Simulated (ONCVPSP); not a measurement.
## boron (B): one change to an ONCV potential, before and after

* Element: B (Z = 5)
* Generator: ONCVPSP 4.0.1
* Type: optimised norm-conserving Vanderbilt (ONCV)
* Functional: PBE
* Relativity: scalar-relativistic
* Frozen core: [He]
* Valence charge: 3
* Reference configuration: 2s2 2p1
* Partial waves: 2s: rc 1.20 bohr, ncon 3, nbas 6, qcut 6.7 1/bohr, 2 projectors, debl 3 Ha; 2p: rc 2.75 bohr, ncon 4, nbas 7, qcut 6 1/bohr, 3 projectors, debl 1.9 Ha
* Local potential: polynomial inside 0.95 bohr (lpopt 4, dvloc0 0 Ha)
* Core correction: polynomial model core, fcfact 0.7

All-electron outer shells of the reference configuration (PBE, scalar-relativistic, ld1.x):

| shell | level (eV) | outermost node (bohr) | outermost maximum (bohr) |
| --- | --- | --- | --- |
| 1s | -180.59 | – | 0.21 |
| 2s | -9.44 | 0.46 | 1.52 |
| 2p | -3.61 | – | 1.57 |

Change: s: nproj 1.

Cutoffs: the cutoffs (Ha) at which the residual kinetic energy of the hardest occupied pseudo-wave falls to 1 and 0.1 mHa per electron; they do not see the model core or the augmentation charge, which bear on the density cutoff. Errors are all-electron minus pseudo energies relative to the spin-unpolarised reference configuration.

Task: How do hardness, ghosts and transferability respond?

Result: The potential gets neither clearly harder nor softer (13 Ha and 17 Ha → 13 Ha and 17 Ha); the errors of the 4 common tests hardly move; the range in which the s phases agree narrows (upper end at the end of the scan → 2.8); neither file shows a bound ghost.

```csv
quantity,base,changed
"cutoff, loose",13 Ha,13 Ha
"cutoff, tight",17 Ha,17 Ha
bound ghosts,none,none
GHOST(+) flags under 300 eV,none,none
"error for 2s2 2p0, meV [ΔE 8.22 eV]",+41,+44
"error for 2s1 2p0, meV [ΔE 33.64 eV]",+147,+158
"error for 2s2 2p0.5, meV [ΔE 2.89 eV]",+5.9,+6.2
"error for 2s0 2p3, meV [ΔE 11.72 eV]",-30,-30
s: phases at 1.22 bohr within 0.05 rad from the reference energy up to (Ha; the scan ends near 5),to the end of the scan,2.8
p: phases at 2.79 bohr within 0.05 rad from the reference energy up to (Ha; the scan ends near 5),to the end of the scan,to the end of the scan
"rms error of d²Exc/dni dnj with the model core, mHa",1.52,1.52
```
